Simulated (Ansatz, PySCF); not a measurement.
Ti(F)3(Cl)(NH3) (ClF3H3NTi), SMILES [NH3]->[Ti]([F])([F])([F])[Cl], multiplicity 1. Atoms are numbered in the order given.

```xyz
9

Ti     0.1061     0.3595     0.0571
F      1.8526     0.3243    -0.0837
F     -0.0281     1.4693     1.3978
F     -0.7751     1.2850    -1.1421
Cl    -0.9092    -1.4123     0.9695
N      0.3094    -1.0759    -1.7506
H      0.8403    -1.9121    -1.5006
H      0.7885    -0.6244    -2.5328
H     -0.6062    -1.3846    -2.0822
```
Charge 0, spin multiplicity 1.

The structure is a stationary point at B3LYP-D3(BJ)/def2-SVP. The spin state was assumed, not searched.

Two levels are set side by side: PBE-D3(BJ)/def2-SVP (Ansatz, a quantum-chemistry and plane-wave program) and B3LYP-D3(BJ)/def2-SVP (Ansatz). Each level has its own optimised geometry; the coordinates shown are those of the second. Frequencies come from the Hessian of PySCF at each geometry. Differences are taken from unrounded values.

| quantity | B3LYP-D3(BJ) |
|---|---|
| mean bond length (Å) | 1.609 |
| bond Ti1–F2 (Å) | 1.753 |
| bond Ti1–F3 (Å) | 1.746 |
| bond Ti1–F4 (Å) | 1.753 |
| bond Ti1–Cl5 (Å) | 2.237 |
| bond Ti1–N6 (Å) | 2.317 |
| bond N6–H7 (Å) | 1.022 |
| bond N6–H8 (Å) | 1.022 |
| bond N6–H9 (Å) | 1.022 |
| highest harmonic wavenumber (cm⁻¹) | 3590 |
| mean harmonic wavenumber (cm⁻¹) | 985 |
| zero-point energy (kcal/mol) | 29.58 |

What does PBE-D3(BJ) give, and how far is it from B3LYP-D3(BJ)? (The exact figures need the calculation; the answer reports its results.)


| quantity | PBE-D3(BJ) | PBE-D3(BJ) minus B3LYP-D3(BJ) |
|---|---|---|
| mean bond length (Å) | 1.617 | 0.008 |
| bond Ti1–F2 (Å) | 1.761 | 0.008 |
| bond Ti1–F3 (Å) | 1.755 | 0.010 |
| bond Ti1–F4 (Å) | 1.761 | 0.008 |
| bond Ti1–Cl5 (Å) | 2.243 | 0.006 |
| bond Ti1–N6 (Å) | 2.329 | 0.011 |
| bond N6–H7 (Å) | 1.029 | 0.007 |
| bond N6–H8 (Å) | 1.029 | 0.007 |
| bond N6–H9 (Å) | 1.029 | 0.007 |
| highest harmonic wavenumber (cm⁻¹) | 3521 | -69 |
| mean harmonic wavenumber (cm⁻¹) | 958 | -27 |
| zero-point energy (kcal/mol) | 28.76 | -0.82 |

GGA bonds tend to be longer and softer than those of functionals with exact exchange. Differences between two approximate levels are no errors against the true value.
